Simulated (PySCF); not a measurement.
PySCF job for C3H4BF3, SMILES FB(F)/C=C(\C)F, PBE0/pcSseg-1. Geometry optimised at PBE-D3(BJ)/def2-SVP. The structure was generated by enumeration; whether it is a known compound was not checked. Other conformers were not sampled.

```python
import numpy as np
from pyscf import gto, scf, dft
from pyscf.prop.nmr import rks as nmr

mol = gto.M(
    atom='''
    C    -1.27266803   -1.56381756    0.00000000
    C     0.17662921   -1.22199203    0.00000000
    F     0.94608707   -2.32978955    0.00000000
    C     0.78519435   -0.01006275   -0.00000000
    B     0.08438946    1.35808358    0.00000000
    F     0.80079753    2.48636436   -0.00000000
    F    -1.24928902    1.51502689    0.00000000
    H    -1.51007055   -2.18282126   -0.89036467
    H    -1.51007055   -2.18282126    0.89036466
    H    -1.90244867   -0.65906764   -0.00000000
    H     1.88734912   -0.03488894    0.00000000
    ''',
    basis='pcSseg-1',
    charge=0,
    spin=0,
    max_memory=1600,
    verbose=3,
)
mf = dft.RKS(mol, xc='pbe0')
mf.grids.level = 3
mf.conv_tol = 1e-10
mf.max_cycle = 100
mf.kernel()
n = nmr.NMR(mf)
n.verbose = 2
n.max_cycle_cphf = 60
sigma = n.kernel()
print('atom   isotropic/ppm   span/ppm')
for i, s in enumerate(sigma):
    w = np.linalg.eigvalsh((s + s.T) / 2)
    print(f'{mol.atom_symbol(i):2s}{i + 1:3d} {w.mean():14.3f} {w[2] - w[0]:11.3f}')
```

Output:

```
converged SCF energy = -440.728537873788
atom   isotropic/ppm   span/ppm
C   1        162.778      34.637
C   2        -11.884     206.656
F   3        195.386     249.920
C   4         87.286     159.105
B   5         74.034      32.225
F   6        246.354     257.315
F   7        261.667     265.498
H   8         29.047       9.067
H   9         29.047       9.067
H  10         28.140      10.240
H  11         26.145       6.289
```

The run converged.

Cost: about 30 core-seconds (a rough figure).
